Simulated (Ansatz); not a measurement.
BH2 (SMILES [BH2]), charge 0, multiplicity 2, relaxed at each level with Ansatz (a quantum-chemistry and plane-wave program); harmonic frequencies from differences of analytic forces, average atomic masses, frozen cores. Open shells are unrestricted.

### Question
Give the equilibrium geometry, the harmonic frequencies and the zero-point energy at PBE0/def2-TZVPP.

### Answer

(charge 0, multiplicity 2):
```xyz
3

B     -0.00037     0.14629     0.00000
H     -1.07576    -0.36487     0.00000
H      1.07761    -0.35936     0.00000
```
Frequencies (cm⁻¹): 978, 2584, 2755. Zero-point energy 9.03 kcal/mol.

### Question
Give the equilibrium geometry, the harmonic frequencies and the zero-point energy at CCSD(T)/cc-pVQZ.

### Answer

(charge 0, multiplicity 2):
```json
[
 {"atom": "B", "x (Å)": "-0.0004", "y (Å)": "0.1491", "z (Å)": "0.0000"},
 {"atom": "H", "x (Å)": "-1.0703", "y (Å)": "-0.3663", "z (Å)": "0.0000"},
 {"atom": "H", "x (Å)": "1.0722", "y (Å)": "-0.3608", "z (Å)": "0.0000"}
]
```
Frequencies (cm⁻¹): 1015, 2595, 2760. Zero-point energy 9.11 kcal/mol.
